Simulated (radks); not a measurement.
Problem. The mean radii <r> (bohr) of the occupied orbitals of an atom or ion are listed with their occupations. Calculated with a radial shooting solver on a logarithmic mesh with Libxc functionals: scalar-relativistic Kohn-Sham, PBE, spin-polarised, spherical densities, finite nucleus; Fermi nuclear charge, rms radius of each element as measured or else 0.836 A^(1/3) + 0.57 fm.

| orbital | occ. | <r> |
|---|---|---|
| 1s up | 1 | 0.09096 |
| 1s down | 1 | 0.09095 |
| 2s up | 1 | 0.4427 |
| 2s down | 1 | 0.4425 |
| 2p up | 3 | 0.4046 |
| 2p down | 3 | 0.4045 |
| 3s up | 1 | 1.350 |
| 3s down | 1 | 1.353 |
| 3p up | 1 | 1.442 |

Name the element and its charge. Open shells, if any, are filled with parallel spins first.

Solution. Z = 17, chlorine, charge +4: Cl4+ in [Ne] 3s2 3p1. The 1s radius gives Z: for a bare nucleus <r> = (2 gamma + 1)/(2Z) with gamma = sqrt(1 - (Z/c)^2), 0.08778 bohr for Z = 17, and screening makes it slightly larger (0.09096 here). The occupations add up to 13, and the charge is Z minus that.
